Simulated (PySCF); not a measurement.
Compound: C₇H₁₂O₂.
SMILES with atom numbers: `[CH3:1]/[CH:2]=[C:3](\[CH3:4])[CH2:5][O:6][C:7]([CH3:8])=[O:9]` (hydrogens: H10, H11, H12 on C1; H13 on C2; H14, H15, H16 on C4; H17, H18 on C5; H19, H20, H21 on C8)

Computed, not measured: PySCF, TDDFT B3LYP/def2-SVPD, vertical, gas phase, core orbitals frozen in the response. Geometry: PBE0-D3(BJ)/def2-SVP, one conformer, isolated molecule. Torsions of this conformer, `[CH3:1]/[CH:2]=[C:3](\[CH3:4])[CH2:5][O:6][C:7]([CH3:8])=[O:9]`: C2–C3–C5–O6 8°, C3–C5–O6–C7 92°, C5–O6–C7–C8 -176°.

Frontier orbitals with the atoms that hold most of them (Löwdin shares over 4%, at most four atoms; ? is withheld):

| orbital | ε (eV) | atoms |
| --- | --- | --- |
| HOMO-3 | -9.33 | C2 16%, O6 14%, C1 12%, C4 10% |
| HOMO-2 | -8.51 | O6 40%, O9 24%, C5 9%, C3 9% |
| HOMO-1 | -7.80 | ? |
| HOMO | -6.67 | C2 33%, C3 32%, C1 7%, C4 6% |
| LUMO | ? | ? |
| LUMO+1 | 0.25 | C2 26%, C3 26%, C1 6%, C5 6% |
| LUMO+2 | 0.32 | C8 11%, C7 9%, C1 8%, C4 8% |

(1) Give the leading atoms of the HOMO-1.

(2) Give the leading atoms of the LUMO.

(3) What is the LUMO energy, and the HOMO–LUMO gap?

Results:

(1) O9 (bonded to C) 68%; O6 (bonded to 2 C) 10%; C7 (bonded to C and 2 O) 8%; C8 (bonded to C and 3 H) 8%. By element: oxygen 77%, carbon 17% or more.

(2) C7 (bonded to C and 2 O) 34%; O9 (bonded to C) 27%; O6 (bonded to 2 C) 11%; C8 (bonded to C and 3 H) 9%. By element: carbon 43% or more, oxygen 38%.

(3) ε(LUMO) = -0.08 eV; the gap is 6.60 eV (0.2424 hartree).

Q: How does S1 compare with the orbital gap of 6.60 eV?

A: S1 is at 5.79 eV (f = 0.0013), 0.81 eV below the gap, made of HOMO→LUMO (98%). Without the coupling terms of the response equations the lowest excitation would equal the gap.

Q: Give energy, strength and leading configuration of S1, S2 and S7, and follow the Löwdin shares of the leading atoms from the occupied to the empty orbital.

A: 
- S1 (5.79 eV, f 0.0013), HOMO→LUMO (98%): C2 33% → at most 9%, C3 32% → at most 9%, C7 at most 6% → 34%, O9 at most 6% → 27%
- S2 (5.89 eV, f 0.0009), HOMO-1→LUMO (93%): O9 68% → 27%, O6 10% → 11%, C7 8% → 34%; low, almost dark, from the terminal oxygen into the C=O bond, the pattern of n→π*
- S7 (7.23 eV, f 0.0035), HOMO-1→LUMO+1 (83%): O9 68% → at most 6%, O6 10% → at most 6%, C2 at most 7% → 26%, C3 at most 7% → 26%
